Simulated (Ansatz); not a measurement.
K3H3⁺, that is (KH)3 ring with one electron fewer, relaxed as a doublet with UKS r2SCAN-D4/def2-TZVP in Ansatz, starting from the r2SCAN-D4/def2-TZVP geometry of the neutral singlet. Force threshold 0.02 eV/Å.

In the charge 1 doublet, H2 and H4 lie 0.75 Å apart (atoms count from 1), so H2 has formed as a molecule.

Start:

```tsv
atom	x (Å)	y (Å)	z (Å)
K1	-2.229	1.104	0.302
H2	-0.490	2.085	-1.151
K3	1.724	1.044	-1.489
H4	2.163	-1.071	-0.293
K5	0.505	-2.148	1.187
H6	-1.673	-1.014	1.444
```

| step | energy (eV) | largest force component (eV/Å) | SCF passes |
| --- | --- | --- | --- |
| 1 | -49013.2565 | 0.344 | 38 |
| 2 | -49013.4416 | 0.129 | 20 |
| 3 | -49013.4999 | 0.116 | 23 |
| 4 | -49013.5416 | 0.112 | 23 |
| 5 | -49013.5785 | 0.128 | 22 |
| 6 | -49013.6200 | 0.137 | 22 |
| 7 | -49013.6638 | 0.151 | 23 |
| 8 | -49013.7108 | 0.155 | 23 |
| 9 | -49013.7543 | 0.137 | 24 |
| 10 | -49013.7896 | 0.078 | 22 |
| 11 | -49013.8041 | 0.034 | 22 |
| 14 | -49013.8066 | 0.027 | 22 |
| 17 | -49014.0492 | 0.390 | 24 |
| 20 | -49014.6289 | 0.449 | 24 |
| 23 | -49014.9239 | 0.246 | 21 |
| 26 | -49015.1388 | 0.150 | 19 |
| 29 | -49015.2450 | 0.057 | 19 |
| 32 | -49015.2870 | 0.026 | 18 |
| 35 | -49015.3064 | 0.041 | 18 |
| 38 | -49015.3162 | 0.056 | 18 |
| 41 | -49015.3194 | 0.066 | 18 |
| 44 | -49015.3371 | 0.096 | 18 |
| 47 | -49015.3474 | 0.098 | 17 |
| 50 | -49015.3505 | 0.028 | 12 |
| 53 | -49015.3512 | 0.007 | 12 |
| 54 | -49015.3512 | 0.006 | 12 |

Force components are those of the run's own axes.

End:

```xyz
6

K    -2.8048   -0.2887    1.4883
H    -2.4635    2.2862   -0.3705
K     6.0829   -2.0037   -1.4920
H    -1.8744    1.8288   -0.3412
K     1.6624   -1.1421   -0.0155
H    -0.6025   -0.6805    0.7308
```

Bonds lost: K1–H2, H2–K3, K3–H4, H4–K5 (atoms count from 1). Metal–metal contacts that move far: K1–K3 4.34 to 9.53 Å.

The force fell under the threshold at step 13, but the optimiser went on and released 1.545 eV more. No frequencies were taken in this run, so the end may be a saddle point.

Hardware: 4 threads of Intel Xeon on a shared host. Wall time 11 min.
